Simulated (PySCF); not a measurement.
UHF on Ru- (ruthenium, charge -1), [Kr] 4d7 5s2, high-spin 4F determinant. All numbers are calculated (PySCF 2.14, a scalar-relativistic core potential, in aug-cc-pVTZ-PP with ECP28MDF (6s6p5d3f2g, 88 functions)).

```
cycle= 1 E= -93.8102168804928  delta_E= -0.00772  |g|= 0.0352  |ddm|= 0.048
cycle= 2 E= -93.8105912477123  delta_E= -0.000374  |g|= 0.00899  |ddm|= 0.0123
cycle= 3 E= -93.8106311470994  delta_E= -3.99e-05  |g|= 0.00229  |ddm|= 0.017
cycle= 4 E= -93.8106356406509  delta_E= -4.49e-06  |g|= 0.00118  |ddm|= 0.00866
cycle= 5 E= -93.8106384390904  delta_E= -2.8e-06  |g|= 0.000199  |ddm|= 0.00831
cycle= 6 E= -93.8106386566599  delta_E= -2.18e-07  |g|= 9.15e-05  |ddm|= 0.00428
cycle= 7 E= -93.8106387844992  delta_E= -1.28e-07  |g|= 4.06e-05  |ddm|= 0.00479
cycle= 8 E= -93.8106388193361  delta_E= -3.48e-08  |g|= 9e-06  |ddm|= 0.00347
cycle= 9 E= -93.8106388205559  delta_E= -1.22e-09  |g|= 1.6e-06  |ddm|= 0.000722
cycle= 10 E= -93.8106388205633  delta_E= -7.46e-12  |g|= 1.3e-07  |ddm|= 5.78e-05
converged SCF energy = -93.8106388205633  <S^2> = 4.036201  2S+1 = 4.1406285
```

Highest occupied orbital energy: 0.063 eV; ⟨L²⟩ = 12.06; populations by l: s 4.00, p 6.00, d 7.00, f 0.00.

(1) Can this result be used?

Answers

(1) With care. The run converged. Energies and moments cover only the electrons outside the core potential. ⟨S²⟩ = 4.04 against 3.75 shows spin contamination. At UHF the highest occupied level has a positive energy, so only the finite basis holds that electron.
